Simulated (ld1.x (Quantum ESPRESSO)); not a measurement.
# Building the TM semilocal potential for Al (Z = 13) (PBE, non-relativistic).

ld1.x (Quantum ESPRESSO) 7.5 input, shortened:

```
&input
   title='Al', zed=13., rel=0, dft='PBE', iswitch=3,
   config='[Ne] 3s2 3p1'
 /
 &inputp
   pseudotype=1, tm=.true., lloc=1,
   nlcc=.true., new_core_ps=.true.
 /
2
3S  1  0   2.00   0.00  1.45  1.45  0.0
3P  2  1   1.00   0.00  2.55  2.55  0.0
 &test
   configts(1)='3s2 3p1'
 /
```

- Cutoffs needed: 35 Ry and 70 Ry (the cutoffs (Ry, on a coarse ladder) from which the occupation-weighted sum of valence levels, in a spherical-Bessel basis at the reference potential, stays within 10 and 1 mRy of its value at 400 Ry)
- Ghost test: no extra level below or beside the all-electron valence levels (s, p tested); the semilocal form is local in each channel, so this says nothing of the separable form that plane-wave codes build from it (spherical-Bessel basis up to 400 Ry, 20 bohr box)
- Largest excitation error: +19 meV (all-electron minus pseudo) for 3s1 3p0, out of 7 test configurations
